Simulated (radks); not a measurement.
The numbers below are computed, except where a source is named.
Initial-state core-level shifts of neutral antimony when its valence configuration changes from [Kr] 4d10 5s2 5p3. Code: a radial shooting solver on a logarithmic mesh with Libxc functionals. Model: non-relativistic Kohn-Sham, PBE, spin-polarised, spherical densities, point nucleus; open shells are filled with parallel spins first (spin-orbit coupling, left out, can overturn this in heavy ions); relativity is left out, which matters for an element this heavy. Shifts are changes of the shell-averaged eigenvalues in eV (positive: less bound); the change of the density at the nucleus, which sets a Mossbauer isomer shift, is in e/bohr^3, on a base of 9.346e+04.

\begin{tabular}{lrrrrr}
valence & 2s & 3p & 3d & 4s & density at nucleus \\ \hline
4d10 5s1 5p4 & -1.315 & -1.332 & -1.331 & -1.322 & -18.407 \\
4d10 5p5 & -2.741 & -2.771 & -2.769 & -2.743 & -37.440 \\
4d9 5s2 5p4 & -9.109 & -8.715 & -8.801 & -7.310 & +9.450 \\
4d9.5 5s1 5p4.5 & -5.797 & -5.627 & -5.667 & -4.939 & -14.805 \\
4d8 5s2 5p5 & -18.398 & -17.527 & -17.713 & -14.474 & +19.326 \\
4d9 5s1 5p5 & -10.324 & -9.946 & -10.031 & -8.520 & -11.085 \\
4d9.5 5s1.5 5p4 & -5.170 & -4.992 & -5.032 & -4.311 & -5.006 \\
4d9.5 5s2 5p3.5 & -4.536 & -4.349 & -4.390 & -3.677 & +4.679 \\
\end{tabular}
